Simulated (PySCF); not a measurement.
PySCF input for (3Z)-3,4-difluoropenta-1,3-diene (C5H6F2), SMILES C=C/C(F)=C(\C)F, PBE-D3(BJ)/def2-SVP. Coordinates come from a PBE-D3(BJ)/def2-SVP optimisation. The values are those of a single conformer.

```python
import numpy as np
from pyscf import gto, scf, dft, df
from pyscf.hessian import thermo

mol = gto.M(
    atom='''
    C     0.40924663   -2.68158310    0.00000000
    C     0.75618549   -1.37413856   -0.00000000
    C    -0.20352473   -0.28749682   -0.00000000
    F    -1.50429931   -0.65528527    0.00000000
    C     0.07467040    1.04703893   -0.00000000
    C     1.40200292    1.71837849   -0.00000000
    F    -0.96451803    1.90763749   -0.00000000
    H    -0.64761348   -2.98665902    0.00000000
    H     1.17501034   -3.47013370   -0.00000000
    H     1.81932946   -1.08799725   -0.00000000
    H     2.23753320    0.99697585   -0.00000000
    H     1.50180616    2.37172524   -0.89293069
    H     1.50180617    2.37172524    0.89293070
    ''',
    basis='def2-SVP',
    charge=0,
    spin=0,
    max_memory=1600,
    verbose=3,
)
mf = dft.RKS(mol, xc='pbe').density_fit(auxbasis='def2-universal-jkfit')
mf.disp = 'd3bj'
mf.grids.level = 3
mf.conv_tol = 1e-11
mf.max_cycle = 100
mf.kernel()

# [left out here: the lines that compute and print the analytic Hessian (its translational invariance restored by hand, since the grid's response is missing), thermochemistry and intensities]
```

Output:

```
converged SCF energy = -393.051620358084

WARN: DFTD3 does not support analytical Hessian, using finite difference


WARN: Mole.unit (angstrom) is changed to Bohr

Mode                                 0                   1                   2
Irrep
Freq [cm^-1]                      119.4815            156.9225            166.0049
Reduced mass [au]                   2.7788              2.5002              1.1970
Force const [Dyne/A]                0.0234              0.0363              0.0194
Char temp [K]                     171.9073            225.7765            238.8441
Normal mode                   x     y     z       x     y     z       x     y     z
       0   C                 0.00 -0.00 -0.14    0.00  0.00  0.03    0.00 -0.00  0.06
       1   C                -0.00  0.00  0.05   -0.00  0.00 -0.12    0.00 -0.00 -0.07
       2   C                -0.00 -0.00  0.08   -0.00  0.00 -0.02   -0.00 -0.00 -0.04
       3   F                -0.00 -0.00  0.09   -0.00 -0.00  0.09   -0.00  0.00 -0.02
       4   C                -0.00 -0.00  0.01   -0.00  0.00 -0.04   -0.00 -0.00  0.01
       5   C                -0.00 -0.00  0.02    0.00 -0.00  0.11   -0.00 -0.00  0.00
       6   F                 0.00  0.00 -0.10    0.00  0.00 -0.08    0.00  0.00  0.05
       7   H                 0.00 -0.00 -0.25    0.00 -0.00  0.28    0.00 -0.00  0.18
       8   H                 0.00  0.00 -0.19    0.00  0.00 -0.09    0.00 -0.00  0.03
       9   H                -0.00  0.00  0.15   -0.00  0.00 -0.36    0.00  0.00 -0.20
      10   H                 0.00  0.00  0.28   -0.00 -0.00  0.07    0.00  0.00  0.51
      11   H                 0.12 -0.18 -0.10    0.06  0.13  0.22    0.22 -0.37 -0.24
      12   H                -0.12  0.18 -0.10   -0.06 -0.13  0.22   -0.22  0.37 -0.24
Mode                                 3                   4                   5
Irrep
Freq [cm^-1]                      193.8499            288.5449            346.5257
Reduced mass [au]                   3.7005              5.8469              2.5686
Force const [Dyne/A]                0.0819              0.2868              0.1817
Char temp [K]                     278.9068            415.1518            498.5734
Normal mode                   x     y     z       x     y     z       x     y     z
       0   C                 0.13  0.01 -0.00    0.09 -0.08  0.00   -0.00  0.00 -0.00
       1   C                -0.02  0.05  0.00   -0.04 -0.04 -0.00    0.00  0.00  0.03
       2   C                -0.08 -0.00 -0.00   -0.01 -0.02  0.00    0.00  0.00 -0.13
       3   F                -0.07 -0.02 -0.00   -0.06  0.15 -0.00    0.00  0.00  0.07
       4   C                -0.04 -0.01 -0.00    0.04 -0.03  0.00   -0.00  0.00 -0.16
       5   C                 0.02 -0.12 -0.00    0.00  0.05  0.00    0.00 -0.00  0.03
       6   F                 0.04  0.08  0.00   -0.00 -0.08 -0.00   -0.00 -0.00  0.05
       7   H                 0.17 -0.13 -0.00    0.13 -0.21  0.00   -0.00  0.00 -0.28
       8   H                 0.24  0.11  0.00    0.18  0.01 -0.00   -0.00  0.00  0.27
       9   H                -0.05  0.14  0.00   -0.05  0.02 -0.00    0.00  0.00  0.28
      10   H                -0.03 -0.18 -0.00    0.05  0.10 -0.00   -0.00 -0.00  0.15
      11   H                 0.07 -0.12  0.00   -0.04  0.05  0.00    0.18  0.05  0.09
      12   H                 0.07 -0.12 -0.00   -0.04  0.05 -0.00   -0.18 -0.05  0.09
Mode                                 6                   7                   8
Irrep
Freq [cm^-1]                      361.4231            479.6174            522.5465
Reduced mass [au]                   3.6640              4.8562              2.8839
Force const [Dyne/A]                0.2820              0.6582              0.4640
Char temp [K]                     520.0074            690.0627            751.8281
Normal mode                   x     y     z       x     y     z       x     y     z
       0   C                 0.01 -0.07  0.00   -0.02  0.12  0.00    0.00 -0.00  0.01
       1   C                -0.04 -0.06  0.00    0.01  0.10 -0.00    0.00 -0.00 -0.07
       2   C                -0.03 -0.03 -0.00   -0.06 -0.02 -0.00    0.00  0.00 -0.13
       3   F                -0.02 -0.07  0.00   -0.07 -0.03  0.00    0.00  0.00  0.05
       4   C                 0.01 -0.02 -0.00    0.06 -0.07  0.00   -0.00  0.00  0.17
       5   C                -0.05  0.12  0.00    0.02  0.03  0.00   -0.00 -0.00  0.01
       6   F                 0.10  0.09  0.00    0.07 -0.10 -0.00   -0.00  0.00 -0.05
       7   H                 0.02 -0.13 -0.00   -0.04  0.21 -0.00    0.00  0.00 -0.24
       8   H                 0.05 -0.03  0.00   -0.07  0.07  0.00   -0.00 -0.00  0.36
       9   H                -0.04 -0.04  0.00   -0.02  0.17  0.00    0.00 -0.00  0.18
      10   H                 0.09  0.27  0.00    0.13  0.16 -0.00   -0.00 -0.00 -0.08
      11   H                -0.19  0.14  0.00   -0.09  0.05  0.00   -0.15 -0.07 -0.06
[...]
       1   C                 0.00 -0.02 -0.00    0.00 -0.00  0.00   -0.07  0.09 -0.00
       2   C                 0.01 -0.02  0.00   -0.00 -0.00 -0.00    0.12 -0.05  0.00
       3   F                 0.01  0.01  0.00    0.00  0.00 -0.00   -0.03 -0.00  0.00
       4   C                -0.10  0.02 -0.00    0.00  0.00  0.02   -0.04 -0.02  0.00
       5   C                 0.14  0.06 -0.00    0.00 -0.00  0.05    0.03  0.01  0.00
       6   F                 0.02 -0.02  0.00    0.00 -0.00 -0.00    0.00  0.01 -0.00
       7   H                -0.04  0.10  0.00   -0.00  0.00  0.00    0.16 -0.39 -0.00
       8   H                 0.10  0.11  0.00    0.00  0.00  0.00   -0.42 -0.40 -0.00
       9   H                -0.03  0.10  0.00   -0.00  0.00 -0.01   -0.00 -0.18  0.00
      10   H                -0.22 -0.34  0.00   -0.00 -0.00 -0.69   -0.02 -0.04 -0.00
      11   H                -0.39 -0.08 -0.15    0.46 -0.17 -0.04   -0.04 -0.01 -0.02
      12   H                -0.39 -0.08  0.15   -0.46  0.17 -0.04   -0.04 -0.01  0.02
Mode                                24                  25                  26
Irrep
Freq [cm^-1]                     1400.1495           1630.3026           1705.1597
Reduced mass [au]                   1.0625              5.4671              8.6211
Force const [Dyne/A]                1.2273              8.5614             14.7688
Char temp [K]                    2014.5033           2345.6425           2453.3452
Normal mode                   x     y     z       x     y     z       x     y     z
       0   C                -0.00  0.01  0.00   -0.03 -0.17  0.00   -0.01 -0.03  0.00
       1   C                 0.00  0.00  0.00    0.01  0.19  0.00   -0.00  0.07 -0.00
       2   C                -0.02 -0.03  0.00    0.04  0.02  0.00   -0.04 -0.19 -0.00
       3   F                 0.01  0.00  0.00   -0.01 -0.00 -0.00    0.01  0.01 -0.00
       4   C                 0.02  0.01 -0.00   -0.01 -0.07 -0.00    0.04  0.19  0.00
       5   C                 0.02 -0.04 -0.00    0.01  0.01 -0.00   -0.02 -0.02  0.00
       6   F                -0.00  0.00  0.00   -0.01  0.01 -0.00    0.01 -0.01  0.00
       7   H                 0.01 -0.03 -0.00   -0.15  0.15 -0.00   -0.03  0.03 -0.00
       8   H                -0.02 -0.01  0.00    0.18  0.01 -0.00    0.03  0.01 -0.00
       9   H                 0.00  0.01  0.00    0.11 -0.12  0.00    0.04 -0.10  0.00
      10   H                -0.24 -0.32  0.00   -0.02 -0.03  0.00    0.05  0.07 -0.00
      11   H                -0.07  0.50  0.37    0.02  0.02  0.01   -0.05 -0.06 -0.04
      12   H                -0.07  0.50 -0.37    0.02  0.02 -0.01   -0.05 -0.06  0.04
Mode                                27                  28                  29
Irrep
Freq [cm^-1]                     2966.8456           3033.7260           3093.8974
Reduced mass [au]                   1.0403              1.1019              1.0583
Force const [Dyne/A]                5.3953              5.9752              5.9683
Char temp [K]                    4268.6303           4364.8563           4451.4294
Normal mode                   x     y     z       x     y     z       x     y     z
       0   C                 0.00 -0.00 -0.00   -0.00  0.00  0.00    0.02  0.06  0.00
       1   C                 0.00  0.00 -0.00    0.00 -0.00 -0.00    0.01 -0.00  0.00
       2   C                 0.00  0.00 -0.00    0.00  0.00  0.00    0.00 -0.00  0.00
       3   F                -0.00 -0.00  0.00    0.00  0.00  0.00   -0.00 -0.00  0.00
       4   C                 0.00 -0.00  0.00    0.00  0.00  0.00    0.00  0.00 -0.00
       5   C                -0.03 -0.04 -0.00   -0.00 -0.00  0.09   -0.00  0.01 -0.00
       6   F                -0.00  0.00  0.00    0.00  0.00 -0.00    0.00 -0.00 -0.00
       7   H                -0.00 -0.00 -0.00   -0.00 -0.00 -0.00   -0.66 -0.18 -0.00
       8   H                 0.00 -0.00 -0.00    0.00 -0.00  0.00    0.47 -0.47 -0.00
       9   H                -0.01 -0.00 -0.00   -0.00 -0.00  0.00   -0.16 -0.04  0.00
      10   H                 0.26 -0.24 -0.00    0.00 -0.00  0.01    0.05 -0.05  0.00
      11   H                 0.05  0.37 -0.53    0.06  0.40 -0.53   -0.00 -0.01  0.02
      12   H                 0.05  0.37  0.53   -0.06 -0.40 -0.53   -0.00 -0.01 -0.02
Mode                                30                  31                  32
Irrep
Freq [cm^-1]                     3107.4268           3120.6851           3198.7977
Reduced mass [au]                   1.0996              1.0927              1.1182
Force const [Dyne/A]                6.2561              6.2700              6.7415
Char temp [K]                    4470.8953           4489.9710           4602.3577
Normal mode                   x     y     z       x     y     z       x     y     z
       0   C                -0.00 -0.01  0.00    0.01  0.01  0.00   -0.09  0.03 -0.00
       1   C                 0.02  0.01  0.00   -0.07 -0.02  0.00   -0.01 -0.00 -0.00
       2   C                -0.00  0.00 -0.00    0.00 -0.00 -0.00   -0.00 -0.00 -0.00
       3   F                -0.00 -0.00 -0.00    0.00 -0.00 -0.00    0.00  0.00 -0.00
       4   C                 0.00  0.00 -0.00   -0.00  0.00  0.00   -0.00  0.00  0.00
       5   C                -0.05  0.07 -0.00   -0.02  0.02 -0.00   -0.00  0.00 -0.00
       6   F                 0.00 -0.00 -0.00    0.00  0.00 -0.00    0.00 -0.00  0.00
       7   H                 0.10  0.03  0.00   -0.15 -0.04 -0.00    0.61  0.18  0.00
       8   H                -0.05  0.05  0.00    0.02 -0.02 -0.00    0.47 -0.49 -0.00
       9   H                -0.26 -0.07 -0.00    0.86  0.23  0.00    0.09  0.02  0.00
      10   H                 0.64 -0.56  0.00    0.21 -0.18  0.00    0.00 -0.00  0.00
      11   H                -0.03 -0.12  0.18   -0.01 -0.03  0.05   -0.00 -0.00  0.00
      12   H                -0.03 -0.12 -0.18   -0.01 -0.03 -0.05   -0.00 -0.00 -0.00
temperature 298.1500 [K]
pressure 101325.00 [Pa]
Rotational constants [GHz] 4.64014 1.85557 1.33678
Symmetry number 1
Zero-point energy (ZPE) 0.09499 [Eh]   249403.742 [J/mol]
                           tot       elec      trans        rot        vib
Entropy [J/mol/K]       355.338      0.000    166.681    116.005     72.651
Cv [J/mol/K]            113.040      0.000     12.472     12.472     88.096
Cp [J/mol/K]            121.354      0.000     20.786     12.472     88.096
Internal energy [J/mol]                      3718.434   3718.434 262076.437
Internal energy [Eh]   -392.94897  -393.05162
Enthalpy [J/mol]                             6197.391   3718.434 262076.437
Enthalpy [Eh]          -392.94802
Gibbs free energy [J/mol]                  -43498.606 -30868.528 240415.512
Gibbs free energy [Eh] -392.98838
mode   freq/cm-1   IR/(km/mol)
   1      119.48         0.020
   2      156.92         0.271
   3      166.00         0.124
   4      193.85         0.185
   5      288.54         1.227
   6      346.53         1.007
   7      361.42         0.817
   8      479.62         9.920
   9      522.55         0.435
  10      565.43         7.188
  11      700.81         7.075
  12      734.39        15.555
  13      875.39        34.919
  14      940.04        10.806
  15      965.26        12.064
  16     1001.06         3.209
  17     1003.84        18.747
  18     1081.72        70.682
  19     1243.09       108.918
  20     1258.89        21.427
  21     1297.79        44.096
  22     1359.17        53.353
  23     1383.87         7.964
  24     1394.41         5.239
  25     1400.15         9.085
  26     1630.30         8.609
  27     1705.16        71.909
  28     2966.85        21.173
  29     3033.73         5.257
  30     3093.90         0.486
  31     3107.43         3.787
  32     3120.69         4.588
  33     3198.80         2.107
max |gradient| / (hartree/bohr): 0.00018881327220594254
APT charges: [-0.1767  0.0943  0.2852 -0.4334  0.6294 -0.0305 -0.5544  0.0585  0.0443
  0.0373  0.0369  0.0045  0.0045]
```

The run converged.

Cost: roughly 4 core-minutes.
